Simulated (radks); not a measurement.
Results of a calculation; reference values are marked as such.
Question: Valence configurations of Pt (all share [Xe]). Level of theory: scalar-relativistic Kohn-Sham, PBE, spin-polarised, spherical densities, finite nucleus; open shells are filled with parallel spins first (spin-orbit coupling, left out, can overturn this in heavy ions); Fermi nuclear charge, rms radius 5.427 fm (a radial shooting solver on a logarithmic mesh with Libxc functionals). Order these by energy: 4f14 5d9 6s1; 4f14 5d10; 4f13 5d9 6s2; 4f14 5d8 6s1 6p1; 4f12 5d8 6s1 6p3; 4f13 5d9 6s1 6p1; 4f14 5d9 6p1; 4f13 5d8 6s1 6p2; 4f12 5d9 6s1 6p2; 4f13 5d10 6s1.

Answer: From the lowest, in eV above it: 4f14 5d9 6s1 0.000; 4f14 5d10 0.450; 4f14 5d9 6p1 5.163; 4f14 5d8 6s1 6p1 5.405; 4f13 5d10 6s1 68.921; 4f13 5d9 6s2 70.866; 4f13 5d9 6s1 6p1 75.719; 4f13 5d8 6s1 6p2 84.499; 4f12 5d9 6s1 6p2 165.67; 4f12 5d8 6s1 6p3 178.17. NIST lists [Xe] 4f14 5d9 6s1 as the ground configuration; this level of theory agrees among the configurations tried. The energies are those of spherical high-spin densities, not of single terms.
